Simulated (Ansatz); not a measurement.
Relaxation of C$_{2}$H$_{5}$AlCl$_{2}$ (10 atoms, charge 0, multiplicity 1), to a largest force component of 0.015 eV/Å in at most 40 steps.

All numbers below come from RKS BHLYP/STO-3G in Ansatz.

```xyz
10
Properties=species:S:1:pos:R:3
C -1.051 0.389 -0.569
C 0.204 -0.352 -0.595
Cl 0.886 -0.439 1.038
Al -0.039 -2.252 -1.263
Cl -1.437 -3.573 -0.254
H -1.512 0.511 -1.611
H -1.819 -0.075 0.069
H -0.895 1.481 -0.206
H 0.898 0.132 -1.260
H 0.665 -2.692 -2.640
```

Where does it end, and by what steps?

It converged. Limits of this set-up: minimal basis. After 13 steps the energy has fallen by 1.017 eV; H10 moved furthest, 0.91 Å. Joined: Cl3–Al4.

```json
{"step": "0", "energy less start (eV)": "0.0000", "largest force component (eV/Å)": "4.564", "accepted": "yes"}
{"step": "1", "energy less start (eV)": "-0.7732", "largest force component (eV/Å)": "1.197", "accepted": "yes"}
{"step": "2", "energy less start (eV)": "-0.8501", "largest force component (eV/Å)": "0.469", "accepted": "yes"}
{"step": "3", "energy less start (eV)": "-0.8705", "largest force component (eV/Å)": "0.188", "accepted": "yes"}
{"step": "4", "energy less start (eV)": "-0.8861", "largest force component (eV/Å)": "0.449", "accepted": "yes"}
{"step": "5", "energy less start (eV)": "-0.9206", "largest force component (eV/Å)": "0.298", "accepted": "yes"}
{"step": "6", "energy less start (eV)": "-0.9531", "largest force component (eV/Å)": "0.354", "accepted": "yes"}
{"step": "7", "energy less start (eV)": "-0.9836", "largest force component (eV/Å)": "0.655", "accepted": "yes"}
{"step": "8", "energy less start (eV)": "-0.9885", "largest force component (eV/Å)": "0.542", "accepted": "yes"}
{"step": "9", "energy less start (eV)": "-1.0085", "largest force component (eV/Å)": "0.257", "accepted": "yes"}
{"step": "10", "energy less start (eV)": "-1.0011", "largest force component (eV/Å)": "0.227", "accepted": "no"}
{"step": "11", "energy less start (eV)": "-1.0160", "largest force component (eV/Å)": "0.056", "accepted": "yes"}
{"step": "12", "energy less start (eV)": "-1.0167", "largest force component (eV/Å)": "0.041", "accepted": "yes"}
{"step": "13", "energy less start (eV)": "-1.0168", "largest force component (eV/Å)": "0.005", "accepted": "yes"}
```

```xyz
10
Properties=species:S:1:pos:R:3
C -1.171 0.470 -0.523
C 0.050 -0.338 -0.972
Cl 1.042 -0.922 0.592
Al 0.096 -2.225 -1.180
Cl -1.596 -3.217 -0.495
H -1.707 0.789 -1.423
H -1.850 -0.136 0.082
H -0.891 1.362 0.041
H 0.776 0.291 -1.502
H 1.153 -2.945 -1.913
```

Whether the end is a true minimum wasn't checked by a vibrational analysis.

The run took 2.1 min on 1 thread of Intel(R) Xeon(R) Processor @ 2.50GHz (Skylake/Cascade Lake), with other jobs on the host, peak memory 0.14 GiB.
